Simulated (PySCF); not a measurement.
An unknown shows these calculated signals:

1H NMR (400 MHz, computed): δ 8.18 (s, 1H), 7.48 (d, 1H), 6.51 (d, 1H).

13C{1H} NMR (computed): δ 170.8 (CH), 161.0 (C), 150.1 (CH), 123.6 (CH), 119.2 (C), 99.1 (C).

Method: coordinates at the GFN2-xTB level, PBE0/pcSseg-1 with gauge-including orbitals, in PySCF 2.14 (isolated molecule, a single conformation, relativity neglected).

Chemical shifts δ = σref − σ; TMS for 1H (σref 31.72), 13C (σref 186.93), all at this level.

Q: Which of these does the molecule contain: an N-methyl group, a nitrile, a (CH3)2CH unit, a heteroaromatic ring, a ketone?

A: 
- An N-methyl group: no.
- A nitrile: yes (δC 119.2).
- A (CH3)2CH unit: no.
- A heteroaromatic ring: yes.
- A ketone: no.

The data belong to SMILES O=C1C=CC(C#N)=CO1, C$_{6}$H$_{3}$NO$_{2}$; they needn't prove each group on their own.

Carbon signals by region: 2 in the far downfield region (above 160 ppm), 3 in the sp2 and nitrile region (100–160 ppm), 1 at 50–100 ppm. Above 160 ppm: 170.8, unsaturated ring CH, 161.0, ring carbonyl carbon.

Shifts are as computed. Against solution values, carbons near 30 ppm lie about +3 ppm off and those near 130 ppm about +5 ppm (rms about the fit 2.1 ppm; single classes can miss by 10 ppm). Of 1328 compounds with measured shifts, 309 miss one by over three times the rms of a fit or turn the order of signals round; such compounds aren't used in these exercises. Signals without a measured value on file couldn't be tested in this way; 1H shifts scatter by 0.2 ppm about their fit, and single ones miss by 0.5 ppm. Multiplicities follow the n + 1 count of equivalent neighbours, as no J values were calculated; m marks all less simple cases, F and P coupling included.
